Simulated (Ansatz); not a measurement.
`C#[C][GeH3]`, charge 0, multiplicity 1.

(1) Give a relaxed structure at PBE0-D4/def2-TZVP (the Gaussian-basis code of Ansatz). (An estimate is asked.)

Results:

(1) The calculation gave: 
Cartesian coordinates in Å:
```
C 1.380 1.227 -0.778
C 0.550 0.489 -0.310
Ge -0.758 -0.674 0.427
H 2.114 1.880 -1.192
H -1.806 -0.978 -0.649
H -0.068 -1.966 0.877
H -1.413 0.023 1.625
```
Point group C3v.
